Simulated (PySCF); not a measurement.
GeH₆OSi, SMILES O[SiH2][GeH3].

The structure is a stationary point at ωB97X-D3(BJ)/def2-SVP. Other conformers were not sampled.

Computed with ωB97X-D3(BJ)/def2-SVP run with PySCF.

Frequencies are harmonic and unscaled.

Computed normal modes with their intensities:
```csv
mode,ν (cm⁻¹),IR (km/mol),Raman (Å⁴/amu),depolarisation,moving atoms (share of kinetic energy)
1,96,1.2,0.1,0.56,"H 86 %, O 8 %"
2,141,7.3,1.2,0.60,"O 45 %, H 30 %, Si 14 %, Ge 11 %"
3,225,137.4,1.8,0.75,"H 82 %, O 16 %"
4,359,19.0,0.7,0.18,H 94 %
5,367,8.3,15.8,0.23,"Si 49 %, Ge 25 %, H 24 %"
6,479,12.6,7.5,0.67,"H 76 %, Si 14 %"
7,593,7.3,6.6,0.73,"H 81 %, Si 14 %"
8,730,65.0,12.6,0.74,H 96 %
9,807,414.0,5.2,0.74,H 88 %
10,829,97.5,8.2,0.65,"H 63 %, O 31 %"
11,894,3.6,15.9,0.67,"H 62 %, O 21 %, Si 17 %"
12,899,48.2,29.0,0.75,H 91 %
13,908,49.4,21.3,0.75,H 94 %
14,924,161.7,21.7,0.70,"H 80 %, Si 14 %"
15,966,107.7,9.6,0.74,H 91 %
16,2162,116.9,165.8,0.29,H 99 %
17,2176,111.4,175.7,0.27,H 99 %
18,2180,105.3,170.4,0.34,H 99 %
19,2225,163.9,162.3,0.18,H 97 %
20,2281,115.8,152.3,0.23,H 97 %
21,3935,96.7,61.8,0.26,H 94 %
```
